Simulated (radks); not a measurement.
Species: Cr III. Configuration: [Ar] 3d4. All-electron calculation, non-relativistic Kohn-Sham, TPSS, spin-polarised, spherical densities, point nucleus; open shells are filled with parallel spins first; meta-GGA in the generalised Kohn-Sham scheme. Program: a radial shooting solver on a logarithmic mesh with Libxc functionals.

Normalised radial functions P(r) = r R(r), r in bohr:

r	3p up	3p down	3d up
0.002365	0.0008	0.0008	0.0000
0.00303	0.0013	0.0013	0.0000
0.003883	0.0022	0.0022	0.0000
0.004976	0.0035	0.0035	0.0000
0.006326	0.0056	0.0056	0.0000
0.008106	0.0091	0.0090	0.0001
0.01039	0.0145	0.0144	0.0001
0.01321	0.0227	0.0225	0.0002
0.01692	0.0356	0.0354	0.0004
0.02169	0.0552	0.0550	0.0009
0.02779	0.0844	0.0840	0.0018
0.03533	0.1248	0.1241	0.0035
0.04527	0.1822	0.1812	0.0069
0.05801	0.2575	0.2561	0.0131
0.07434	0.3487	0.3468	0.0247
0.0945	0.4436	0.4411	0.0441
0.1211	0.5289	0.5258	0.0779
0.1552	0.5683	0.5645	0.1320
0.1989	0.5180	0.5139	0.2133
0.2528	0.3475	0.3435	0.3215
0.324	0.0350	0.0318	0.4623
0.4151	-0.3750	-0.3762	0.6192
0.5278	-0.7699	-0.7677	0.7627
0.6763	-1.0456	-1.0422	0.8656
0.8667	-1.0892	-1.0844	0.8878
1.111	-0.9094	-0.9102	0.8209
1.412	-0.6243	-0.6277	0.6916
1.809	-0.3364	-0.3411	0.5173
2.318	-0.1373	-0.1438	0.3358
2.971	-0.0403	-0.0438	0.1845
3.777	-0.0083	-0.0094	0.0841
4.84	-0.0010	-0.0012	0.0277

3p up: eigenvalue -67.967 eV, 1 radial node at r = 0.331 bohr, <r> = 0.958 bohr, 90 % of the charge inside 1.48 bohr. 3p down: eigenvalue -63.670 eV, 1 radial node at r = 0.331 bohr, <r> = 0.963 bohr, 90 % of the charge inside 1.48 bohr. 3d up: eigenvalue -24.161 eV, 0 radial nodes, <r> = 1.20 bohr, 90 % of the charge inside 2.05 bohr.
